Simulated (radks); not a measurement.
Results of a calculation; reference values are marked as such.
Task: Orbital eigenvalues (eV) of the selenium ion Se+, [Ar] 3d10 4s2 4p3, of relativity; Dirac values are averaged over j with weights 2j + 1. Spin-unpolarised spherical Kohn-Sham, PBEsol, point nucleus unless stated (finite: rms radius 4.14 fm), a radial shooting solver on a logarithmic mesh with Libxc functionals. A level marked "c x" has the speed of light scaled by that factor and shares open shells by 2j + 1; other Dirac levels either fill j = l - 1/2 first or share by 2j + 1.

| shell | non-rel. |
|---|---|
| 1s | -12302 |
| 2s | -1571.2 |
| 2p | -1412.3 |
| 3s | -216.26 |
| 3p | -161.65 |
| 3d | -64.929 |
| 4s | -26.245 |
| 4p | -15.433 |

Give the values at the level "Dirac, c x 0.85".

Result: 
shell  Dirac, c x 0.85  change of magnitude (%)
1s              -12582                    +2.27
2s             -1633.8                    +3.98
2p             -1427.5                    +1.07
3s             -226.47                    +4.72
3p             -163.91                    +1.40
3d             -63.065                    -2.87
4s             -27.126                    +3.36
4p             -15.416                    -0.11
